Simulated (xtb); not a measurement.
W(O)2(OH)2 (H2O4W), SMILES [O]=[W](=[O])([OH])[OH], multiplicity 1. All values are semi-empirical tight-binding results from xtb (GFN2-xTB unless named), good for trends rather than for accurate numbers. Geometry optimised at GFN2-xTB. The multiplicity is an assumed one; no other spin state was optimised. The isomer is the one that the SMILES or the coordinates give; other isomers of the formula were not compared. Other conformers were not sampled.

Optimised geometry:

Bonds (Å): W1–O2 1.695, W1–O3 1.695, W1–O4 1.866, W1–O6 1.866, O4–H5 0.967, O6–H7 0.967. Bond angles (°): O2–W1–O3 110.5, O2–W1–O4 109.3, O2–W1–O6 109.3, O3–W1–O4 109.3, O3–W1–O6 109.3, O4–W1–O6 109.1, W1–O4–H5 163.1, W1–O6–H7 163.1.
Charge 0, spin multiplicity 1.

For metal compounds this method's bond lengths and energies can be far off.

Problem. Estimate the properties. (The exact figures need the calculation; the answer reports its results.)

Solution. 
```
Property                                       Value
-------------------------------------  -------------
point group as xtb finds it                      C2v
orbital gap                                  4.64 eV
zero-point energy                      17.0 kcal/mol
G − E(el) at 298.15 K (modified RRHO)  -3.0 kcal/mol
```

Computed atomic charges and the Wiberg bond orders between heavy atoms:
charges (e) W1 1.29, O2 -0.53, O3 -0.53, O4 -0.47, H5 0.35, O6 -0.47, H7 0.35. Bond orders W1–O2 2.04, W1–O3 2.04, W1–O4 1.22, W1–O6 1.22.
